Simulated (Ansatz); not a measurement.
ClFGaHSe (`[F][Ga]([Cl])[SeH]`). The species carries charge 0 and has multiplicity 1. Correlated methods include outer-core shells of Ga, Se, which these sets cover unevenly. Scalar relativity is left out up to krypton.

```xyz
5

F     1.875    1.013    0.850
Ga    0.574    0.195    0.030
Cl    1.032   -0.612   -1.877
Se   -1.466    0.073    1.069
H    -2.016   -0.670   -0.073
```

(1) Give the diagnostics of a CCSD(T)/def2-TZVPP run (frozen core, Ansatz 0.2.0). (Estimate.)

Results:

(1) Ansatz gave: T1 = 0.0118, largest single amplitude 0.028, largest double 0.053, (T) share of the correlation energy 3.7 %, 9 CCSD cycles. The RHF solution is stable towards an unrestricted one. T1 lies under the customary mark of 0.02 for closed shells.
